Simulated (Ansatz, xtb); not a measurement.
Ligand exchange: CH3Br + SiH2(SiH3)Br → SiH3(CH3) + SiH2Br2

Species: CH3Br (bromomethane) `CBr`, singlet; SiH2(SiH3)Br, singlet; SiH3(CH3) (methylsilane), singlet; SiH2Br2 (dibromosilane) `Br[SiH2]Br`, singlet. The partners trade Br for SiH3: C–Br and Si–SiH3 bonds give way to C–SiH3 and Si–Br.

Shapes, held fixed at every level: PBE0-D4/def2-TZVP. Programs: Ansatz 0.2.0, xtb 6.7.1. The zero-point and thermal change to 298 K, harmonic and unscaled (PBE0-D4/def2-TZVP), is -0.2 kJ/mol.

```
             level                    kind  ΔH(298 K) (kJ/mol)  less CCSD(T)/def2-TZVPP
          GFN2-xTB          semi-empirical              -145.9                     -3.7
     HF/def2-TZVPP            Hartree–Fock              -151.0                     -8.8
  SPW92/def2-TZVPP                     LDA              -138.0                     +4.2
wB97M-V/def2-TZVPP  range-separated hybrid              -151.5                     -9.3
      MP2/def2-SVP     perturbation theory              -154.4                    -12.2
    MP2/def2-TZVPP     perturbation theory              -154.9                    -12.7
     CCSD/def2-SVP   coupled cluster or CI              -144.1                     -1.9
   CCSD/def2-TZVPP   coupled cluster or CI              -143.6                     -1.4
CCSD(T)/def2-TZVPP   coupled cluster or CI              -142.2                      0.0
```

The highest level, CCSD(T)/def2-TZVPP, gives ΔH(298 K) = -142.2 kJ/mol; the levels span -154.9 to -138.0. The column of differences is taken from that level and isn't an error. No measured value is set beside it here. Relativity is left out for Br unless named. Correlated rows may include outer-core shells of Br, which these sets cover unevenly.
